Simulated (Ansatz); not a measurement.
# doublet Cl: levels of theory in one basis

A single Cl atom.

Basis set: 6-31G (spherical functions). Left uncorrelated: 5 orbitals. Correlation on ROHF uses semicanonical orbitals with singles. Charge 0, multiplicity 2.

Computed with Ansatz (development build ahead of 0.2.0); each method stands on the lowest determinant of its kind that the runs found.

```tsv
method	E − E(ROHF) (eV)	<S²> of the determinant
ROHF	0.00	0.75
UHF	0.00	0.75
ROHF-MP2	-0.69	–
UHF-MP2	-0.69	0.75
ROHF-CCSD	-0.84	–
ROHF-CCSD(T)	-0.84	–
full CI (lowest root of this spin)	-0.85	–
```

(1) Is a single determinant a sound starting point here?

## Answers

(1) By this sign, yes. Unrestricted orbitals gain 0.00 eV and <S²> is 0.75 against 0.75 for a pure state.
